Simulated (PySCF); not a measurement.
## Tungsten: a sound run and one with changed settings

Sound run: W²⁺ [Xe] 4f14 5d4, W³⁺ [Xe] 4f14 5d3. Computed with PySCF 2.14 in cc-pVDZ-PP with ECP60MDF (4s4p3d1f, 38 functions), with a scalar-relativistic core potential. The sound run starts from symmetry-adapted Hartree-Fock orbitals and uses a fine grid where one is needed.

Changed run: radial step 1.2 in ln r (0.13 in the sound run). This setting is unsound on purpose.

```tsv
species	method	sound run (hartree)	changed run (hartree)	converged
W²⁺	UHF	-65.90812	-65.90812	yes
W²⁺	B3LYP	-66.42843	-67.76390	yes
W²⁺	TPSS	-66.40788	-68.16676	yes
W³⁺	UHF	-64.99730	-64.99730	yes
W³⁺	B3LYP	-65.47728	-66.59092	yes
W³⁺	TPSS	-65.46250	-66.90820	yes
```

Ionisation energy of W²⁺:

```tsv
method	sound run (eV)	changed run (eV)
UHF	24.785	24.785
B3LYP	25.882	31.918
TPSS	25.725	34.247
```

A coarse radial grid mis-integrates the density and the exchange-correlation energy, with errors of either sign; Hartree-Fock needs no grid.

For comparison, NIST gives 26 ± 0.4 eV between the lowest levels.
